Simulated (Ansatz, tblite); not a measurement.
Species of one formula, B₅NH₇⁻ (singlet), each relaxed with r2SCAN-D4/def2-SVPD in Ansatz.

The xTB rows come from tblite. LC-ωPBE has ω = 0.4 bohr⁻¹. B3LYP takes the VWN-RPA correlation. HSE06 is defined as in plane-wave codes, on full-range PBE exchange. Correlated methods freeze 6 core orbitals.

A: At HF/STO-3G, PBE-D4/def2-TZVPD, r2SCAN-D4/def2-TZVPD, B3LYP-D4/def2-TZVPD and others the highest occupied level of the charge -1 singlet lies above zero (up to 2.10 eV). In Hartree–Fock with STO-3G the lack of diffuse functions raises the level. The electron is either unbound and held by the finite basis, or the level is raised by self-interaction error. B: At HF/STO-3G, PBE-D4/def2-TZVPD, r2SCAN-D4/def2-TZVPD, B3LYP-D4/def2-TZVPD and others the highest occupied level of the charge -1 singlet lies above zero (up to 1.80 eV). In Hartree–Fock with STO-3G the lack of diffuse functions raises the level. The electron is either unbound and held by the finite basis, or the level is raised by self-interaction error.

Other spin states weren't relaxed.

A: [closo-2-(NH3)B5H4]- (B₅NH₇⁻)

```tsv
atom	x (Å)	y (Å)	z (Å)
B1	-0.0118	0.1555	0.2289
B2	0.1570	0.1178	-1.5202
B3	-1.3237	-0.1060	-0.7290
B4	1.2541	-0.6348	-0.4682
B5	-0.2500	-1.4064	-0.5435
N6	0.0632	0.9969	1.5881
H7	0.7953	1.7032	1.5000
H8	0.3394	0.3639	2.3400
H9	-0.8149	1.4543	1.8433
H10	0.3711	0.6440	-2.5940
H11	-2.5054	0.1549	-0.8068
H12	2.4384	-0.8514	-0.3210
H13	-0.5127	-2.5920	-0.5175
```

B: [closo-1-(NH3)B5H4]- (B5NH7⁻)

```xyz
13

B    -1.010    0.025    0.831
B    -0.060    1.300   -0.130
B     0.052   -0.326   -0.381
B    -0.210    1.318    1.542
B     0.839    0.126    0.996
N     0.213   -1.338   -1.565
H    -2.076   -0.474    1.164
H    -0.045    2.256   -0.894
H    -0.533   -1.224   -2.255
H     0.183   -2.305   -1.234
H     1.104   -1.205   -2.049
H    -0.334    2.101    2.457
H     1.879   -0.255    1.515
```

Question: Estimate which lies lowest at each level, and how far above it the others are (kJ/mol).

Answer: 
| level | A | B |
| --- | --- | --- |
| GFN1-xTB | 7.2 | 0.0 |
| GFN2-xTB | 23.7 | 0.0 |
| HF/STO-3G | 19.7 | 0.0 |
| HF/def2-SVPD | 0.0 | 2.8 |
| HF/def2-TZVPD | 0.0 | 3.6 |
| PBE-D4/def2-TZVPD | 0.0 | 16.3 |
| r2SCAN-D4/def2-TZVPD | 0.0 | 16.2 |
| B3LYP-D4/def2-TZVPD | 0.0 | 13.2 |
| PBE0-D4/def2-TZVPD | 0.0 | 13.8 |
| HSE06-D4/def2-TZVPD | 0.0 | 13.8 |
| LC-ωPBE/def2-TZVPD | 0.0 | 9.1 |
| MP2/def2-SVPD | 0.0 | 17.2 |
| MP2/def2-TZVPD | 0.0 | 19.0 |
| CCSD/def2-SVPD | 0.0 | 10.2 |
| CCSD(T)/def2-SVPD | 0.0 | 12.4 |
Point groups (tolerance 0.1 Å): A not assigned, B not assigned.
